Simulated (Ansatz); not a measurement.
Ansatz (a quantum-chemistry and plane-wave program) job for MoO3, SMILES [O]=[Mo](=[O])=[O] (connectivity only; charge and spin as stated), charge -1, multiplicity 2, CAM-B3LYP/def2-SVPD. Geometry: PBE0-D3(BJ)/def2-SVPD. The geometry has at least one imaginary mode, so it is a saddle point at that level. The multiplicity is an assumed one; other spin states were not compared. The isomer is the one that the SMILES or the coordinates give; other isomers of the formula were not compared. The def2 effective core potentials stand for the cores of Mo; spin–orbit coupling is left out.

Ansatz 0.2 input:
```yaml
crystal:
  periodic: [false, false, false]
  atoms:
    - {symbol: Mo, position_ang: [0.00000000, 0.00000000, 0.00000000]}
    - {symbol: O, position_ang: [-1.73916891, 0.00000000, 0.00000000]}
    - {symbol: O, position_ang: [0.86958446, 1.50616446, 0.00000000]}
    - {symbol: O, position_ang: [0.86958445, -1.50616446, 0.00000000]}
basis:
  gaussian:
    orbitals: def2-SVPD
hamiltonian:
  xc: {name: CAM-B3LYP}
total_charge: -1
magnetization: {spin_polarized: true, initial_magnetization: 1}
```

Program output:

```
WARN ansatz: RAYON_NUM_THREADS=1 ignored (pool sized by the plan → 1); use --threads N
Functional definition: CAM-B3LYP
integrals: 0.04 GiB planned
876 factors; their error is unknown
integrals: 0.07 GiB planned
284 factors; integrals over basis functions are off by at most 2.8e-5 eV
mean field: 0.54 GiB planned
mean field evaluation 1: about -7979.5934 eV, gradient 5.8e1 eV
mean field evaluation 2: about -7858.0456 eV, gradient 1.8e2 eV
mean field evaluation 4: about -7993.5041 eV, gradient 3.7e0 eV
mean field evaluation 8: about -7993.5830 eV, gradient 1.3e-1 eV
mean field evaluation 16: about -7993.6150 eV, gradient 8.8e-4 eV
mean field -7993.61500784 eV, -293.7599332713 hartree, gradient 8.4e-5 eV, S^2 0.758096; 0 other end points of the search recorded, 0 dependent functions left out
reference -7993.61511746 eV, -293.7599372998 hartree; 20, 19 occupied and 83, 84 virtual orbitals, 876 factors
Total energy: -7993.61511746 eV, -293.7599372998 hartree
```

Self-consistency was reached.
